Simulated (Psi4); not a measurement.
AlCl₃, triplet, geometry from GFN2-xTB (such geometries of metal compounds can be far from the true shape) (a higher spin typed on purpose: for a closed-shell molecule this is an excited state); HF/6-31G* in Psi4 1.11.

Psi4 was given this input:
```
memory 2 GB

molecule {
0 3
Al    0.42331902    0.42832334   -0.04189341
Cl   -1.24093008   -1.00488612    0.01916959
Cl   -0.32707159    2.13242496   -0.98591657
Cl    1.24428712   -1.45508022    0.99878312
}

set {
  basis 6-31g*
  reference uhf
}

energy('scf')
print_variables()
```

What the program printed (banner, timings and long lists left out):

```
   => Loading Basis Set <=

    Name: 6-31G*
    Role: ORBITAL
    Keyword: BASIS

         ---------------------------------------------------------
                                   SCF
               by Justin Turney, Rob Parrish, Andy Simmonett
                          and Daniel G. A. Smith
                              UHF Reference
         ---------------------------------------------------------

  ==> Geometry <==

    Molecular point group: cs
    Full point group: Cs

    Geometry (in Angstrom), charge = 0, multiplicity = 3:

       Center              X                  Y                   Z               Mass
    ------------   -----------------  -----------------  -----------------  -----------------
         AL           0.411089487460    -0.440558411969     0.000000000000    26.981538530000
         CL          -0.936744468141     1.294632281063     0.000000000000    34.968852682000
         CL           2.346577489436     0.341818939241     0.000000000000    34.968852682000
         CL          -1.727024635960    -1.296521744340     0.000000000000    34.968852682000

  Running in cs symmetry.

  Rotational constants: A =      0.15195  B =      0.04846  C =      0.03674 [cm^-1]
  Rotational constants: A =   4555.19829  B =   1452.79987  C =   1101.49692 [MHz]
  Nuclear repulsion =  296.042485120132142

  Charge       = 0
  Multiplicity = 3
  Electrons    = 64
  Nalpha       = 33
  Nbeta        = 31

  ==> Algorithm <==

  SCF Algorithm Type is DF.
  DIIS enabled.
  MOM disabled.
  Fractional occupation disabled.
  Guess Type is SAD.
  Energy threshold   = 1.00e-06
  Density threshold  = 1.00e-06
  Integral threshold = 1.00e-12

  ==> Primary Basis <==

  Basis Set: 6-31G*
    Blend: 6-31G*
    Number of shells: 32
    Number of basis functions: 76
    Number of Cartesian functions: 76
    Spherical Harmonics?: false
    Max angular momentum: 2

   => Loading Basis Set <=

    Name: (6-31G* AUX)
    Role: JKFIT
    Keyword: DF_BASIS_SCF

  ==> Integral Setup <==

  SCF_SUBTYPE=INCORE selected. In-core MEM_DF algorithm will be used.
  Using in-core AOs.

  ==> MemDFJK: Density-Fitted J/K Matrices <==

    J tasked:                   Yes
    K tasked:                   Yes
    wK tasked:                   No
    Algorithm:                 Core
    Schwarz Cutoff:           1E-12
    Mask sparsity (%):       5.7133
    Fitting Condition:        1E-10

   => Auxiliary Basis Set <=

  Basis Set: (6-31G* AUX)
    Blend: CC-PVDZ-JKFIT
    Number of shells: 144
    Number of basis functions: 520
    Number of Cartesian functions: 520
    Spherical Harmonics?: false
    Max angular momentum: 3

  Minimum eigenvalue in the overlap matrix is 1.0240017692E-02.
  Reciprocal condition number of the overlap matrix is 1.9213261412E-03.
    Using symmetric orthogonalization.

  ==> Pre-Iterations <==

  SCF Guess: Superposition of Atomic Densities via on-the-fly atomic UHF (no occupation information).

   -------------------------
    Irrep   Nso     Nmo
   -------------------------
     A'        56      56
     A"        20      20
   -------------------------
    Total      76      76
   -------------------------

  ==> Iterations <==

                           Total Energy        Delta E     RMS |[F,P]|

   @DF-UHF iter SAD: -1619.95559771101580   -1.61996e+03   0.00000e+00
   @DF-UHF iter   1: -1620.35579860004214   -4.00201e-01   3.35814e-03 ADIIS/DIIS
   @DF-UHF iter   2: -1620.38545137561664   -2.96528e-02   1.34029e-03 ADIIS/DIIS
   @DF-UHF iter   3: -1620.39005124962432   -4.59987e-03   4.27525e-04 ADIIS/DIIS
   @DF-UHF iter   4: -1620.39139654438122   -1.34529e-03   1.82617e-04 ADIIS/DIIS
   @DF-UHF iter   5: -1620.39181363176931   -4.17087e-04   1.42484e-04 ADIIS/DIIS
   @DF-UHF iter   6: -1620.39226995120953   -4.56319e-04   1.26874e-04 ADIIS/DIIS
   @DF-UHF iter   7: -1620.39284594734545   -5.75996e-04   8.78026e-05 DIIS
   @DF-UHF iter   8: -1620.39323778702692   -3.91840e-04   5.00599e-05 DIIS
   @DF-UHF iter   9: -1620.39332244337788   -8.46564e-05   2.80119e-05 DIIS
   @DF-UHF iter  10: -1620.39334336763773   -2.09243e-05   1.90869e-05 DIIS
   @DF-UHF iter  11: -1620.39335533783242   -1.19702e-05   1.24756e-05 DIIS
   @DF-UHF iter  12: -1620.39336004824281   -4.71041e-06   7.22400e-06 DIIS
   @DF-UHF iter  13: -1620.39336108601833   -1.03778e-06   3.67051e-06 DIIS
   @DF-UHF iter  14: -1620.39336123810176   -1.52083e-07   9.60301e-07 DIIS
  Energy and wave function converged.

  ==> Post-Iterations <==

   @Spin Contamination Metric:   1.751280680E-02
   @S^2 Expected:                2.000000000E+00
   @S^2 Observed:                2.017512807E+00
   @S   Expected:                1.000000000E+00
   @S   Observed:                1.000000000E+00

    Orbital Energies [Eh]
    ---------------------

    Alpha Occupied:

[...]
    Alpha Virtual:

[...]
      56Ap     4.732962

    Beta Occupied:

[...]
      24Ap    -0.442627

    Beta Virtual:

[...]
    Final Occupation by Irrep:
             Ap   App
    DOCC [    24,    7 ]
    SOCC [     2,    0 ]
    NA   [    26,    7 ]
    NB   [    24,    7 ]

  @DF-UHF Final Energy: -1620.39336123810176

   => Energetics <=

    Nuclear Repulsion Energy =            296.0424851201321417
    One-Electron Energy =               -2832.7327526773051432
    Two-Electron Energy =                 916.2969063190711267
    Total Energy =                      -1620.3933612381015337

  UHF NO Occupations:
  HONO-2 :   24 Ap 1.9953772
  HONO-1 :   25 Ap 1.0000000
  HONO-0 :   26 Ap 1.0000000
  LUNO+0 :   27 Ap 0.0046228
  LUNO+1 :   28 Ap 0.0017862
  LUNO+2 :   29 Ap 0.0009017
  LUNO+3 :   30 Ap 0.0004787

Computation Completed

Properties will be evaluated at   0.000000,   0.000000,   0.000000 [a0]

Properties computed using the SCF density matrix

 Multipole Moments:

 ------------------------------------------------------------------------------------
     Multipole            Electronic (a.u.)      Nuclear  (a.u.)        Total (a.u.)
 ------------------------------------------------------------------------------------

 L = 1.  Multiply by 2.5417464519 to convert [e a0] to [Debye]
 Dipole X            :         -0.8010708           -0.0908847           -0.8919555
 Dipole Y            :         -0.9427073            0.0973998           -0.8453075
 Dipole Z            :          0.0000000            0.0000000            0.0000000
 Magnitude           :                                                    1.2288732

 ------------------------------------------------------------------------------------

  Variable Map:
  ----------------------------------------------------------------------------
[...]
  Array Variable Map:
  ----------------------------------------------------------------------------
[...]
[...]
```
